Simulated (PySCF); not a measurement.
C3H5NOSi, SMILES C=C[SiH2]OC#N.

Geometry optimised at PBE-D3(BJ)/def2-SVP. This is a generated structure with no PubChem entry under its InChIKey; it may be hypothetical. One conformer was computed; it need not be the lowest.

Calculation: PBE/def2-TZVP run with PySCF.

Symmetry labels are those of the subgroup Cs that the program uses (full group Cs).

Computed valence orbital energies around the gap with their symmetry:
```tsv
orbital	symmetry	energy (eV)
HOMO−7	A'	-11.36
HOMO−6	A'	-10.26
HOMO−5	A"	-9.23
HOMO−4	A'	-8.55
HOMO−3	A'	-8.43
HOMO−2	A"	-7.56
HOMO−1	A'	-7.39
HOMO	A"	-7.08
LUMO	A"	-2.32
LUMO+1	A'	-1.62
LUMO+2	A'	-0.15
LUMO+3	A'	0.24
```
